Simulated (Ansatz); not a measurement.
Ansatz (a quantum-chemistry and plane-wave program) input (LC-wPBE/def2-TZVPD):

Ansatz 0.2 input:
```yaml
crystal:
  periodic: [false, false, false]
  atoms:
    - {symbol: Si, position_ang: [-0.00000000, -0.00000000, -1.19806185]}
    - {symbol: C, position_ang: [0.00000000, 0.00000000, 0.65686514]}
    - {symbol: N, position_ang: [0.00000000, 0.00000000, 1.83309643]}
basis:
  gaussian:
    orbitals: def2-TZVPD
hamiltonian:
  xc: {name: LC-wPBE}
total_charge: -1
output: {forces: true}
```

End of the output:

```
integrals: 0.03 GiB planned
628 factors; their error is unknown
integrals: 0.07 GiB planned
225 factors; integrals over basis functions are off by at most 9.0e-5 eV
mean field: 0.33 GiB planned
mean field evaluation 1: about -10398.1735 eV, gradient 1.5e1 eV
mean field evaluation 2: about -10398.3744 eV, gradient 1.7e1 eV
mean field evaluation 4: about -10398.9406 eV, gradient 1.1e0 eV
mean field evaluation 8: about -10398.9480 eV, gradient 4.0e-2 eV
mean field evaluation 16: about -10398.9426 eV, gradient 4.9e-5 eV
mean field -10398.94257139 eV, -382.1540908420 hartree, gradient 4.9e-5 eV, S^2 0.000000; 0 other end points of the search recorded, 0 dependent functions left out
the calculation of the forces begins
reference -10398.94257139 eV, -382.1540908422 hartree; 14, 14 occupied and 103, 103 virtual orbitals, 628 factors
Total energy: -10398.94257139 eV, -382.1540908422 hartree
Atom 0 at    -0.000000    -0.000000    -1.198062 Å, force     0.000000     0.000000     0.000486 eV/Å
Atom 1 at     0.000000     0.000000     0.656865 Å, force    -0.000000    -0.000000     1.284119 eV/Å
Atom 2 at     0.000000     0.000000     1.833096 Å, force     0.000000     0.000000    -1.284604 eV/Å
Dipole moment:    -0.000000     0.000000    -0.006935 e Å
```
